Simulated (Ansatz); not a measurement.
```yaml
crystal:
  periodic: [false, false, false]
  atoms:
    - {symbol: Cu, position_ang: [1.100114, 1.610345, -0.318750]}
    - {symbol: Cu, position_ang: [1.912867, -0.520107, 0.170209]}
    - {symbol: Cu, position_ang: [0.075945, -1.931032, 0.435875]}
    - {symbol: Cu, position_ang: [-1.859065, -0.674512, 0.101554]}
    - {symbol: Cu, position_ang: [-1.229576, 1.519692, -0.372690]}
    - {symbol: H, position_ang: [-1.521583, -2.221443, 0.462738]}
    - {symbol: H, position_ang: [-0.002634, -0.002506, 0.004054]}
    - {symbol: H, position_ang: [-2.630618, 0.711516, -0.250602]}
    - {symbol: H, position_ang: [1.691410, -2.093573, 0.496154]}
    - {symbol: H, position_ang: [-0.102449, 2.666638, -0.594851]}
    - {symbol: H, position_ang: [2.565579, 0.934992, -0.133681]}
basis:
  gaussian: {orbitals: def2-TZVP, initial_orbitals: start.molden}
magnetization: {spin_polarized: true, initial_magnetization: 1}
hamiltonian: {xc: {name: r2SCANh}, dispersion: d4}
scf: {omitted_lower_state_checks: [starts]}
output: {orbitals: {seedname: orbitals}}
```

The file start.molden holds the orbitals of an earlier run on this structure, at another level or in another basis.

```sh
$ ansatz run in.yaml --threads 4 --pin off --events-out ev --progress --plain --max-ram 4787MiB
```

(1) Does this run fit into the memory that it is given?

## Answers

(1) No. It has 261 basis functions, and Ansatz plans for 4.70 GiB where 4.67 GiB are given.
